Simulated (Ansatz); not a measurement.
`C[SiH](O)[GeH2][OH]` → C• + Ge• + 8 H• + 2 O• + Si•  (atomization)

Program: Ansatz. Geometries: PBE0-D4/def2-TZVP. ΔE: electronic, gas phase. CCSD(T)/CBS adds triple-zeta CCSD(T) − MP2 to the extrapolated MP2 energy (def2 sets, frozen cores). This one scheme is used for every species, atoms too. Functionals use def2-TZVPP. B3LYP here is the variant with VWN-RPA as its local correlation; programs differ in this. Open shells (•) are unrestricted, without spin–orbit coupling. Spin–orbit coupling would lower the free atoms: a little for C, O, Si; clearly for Ge. For Ge outer-core shells are correlated without core-valence functions, so the limit isn't a true one: a few kJ/mol of doubt a bond, and 10 to 20 or more in all where bonds break to atoms. Scalar relativity is left out up to krypton. Each species was taken in one conformer, which may not be the lowest.

Problem. What is ΔE at CCSD(T)/CBS? (Best estimate.)

Solution. Ansatz gave: +4515.3 kJ/mol.

Problem. What do these levels give: B3LYP-D4, PBE, PBE0, B3LYP, HF/def2-TZVPP, MP2/def2-QZVPP? (Best estimate.)

Solution. Computed: B3LYP-D4 4471.6, PBE 4490.0, PBE0 4425.9, B3LYP 4428.4, HF/def2-TZVPP 3247.1, MP2/def2-QZVPP 4515.2 kJ/mol.

Largest T1 diagnostic among the species: 0.012.

From PBE to PBE0 (25 % exact exchange), in def2-TZVPP and without D4, ΔE moves by −64.1 kJ/mol: exact exchange takes away binding that semilocal exchange gives to molecules. The D4 term adds +43.2 kJ/mol with B3LYP and +23.0 kJ/mol with PBE0; it sums over pairs of atoms, weighted by their polarisabilities, and B3LYP, whose exchange is more repulsive, gets the larger term. In def2-TZVPP, CCSD(T) changes the Hartree–Fock value by +1153.1 kJ/mol (the triples alone add +58.8 kJ/mol) and MP2 by +1199.9 kJ/mol; breaking electron pairs costs correlation energy, which Hartree–Fock lacks.

For atomizations the MP2-based limit and the directly extrapolated one differ by several kJ/mol either way, and by 10 to 25 for some Ge, Se and Sn compounds, so smaller differences from it don't rank the levels.
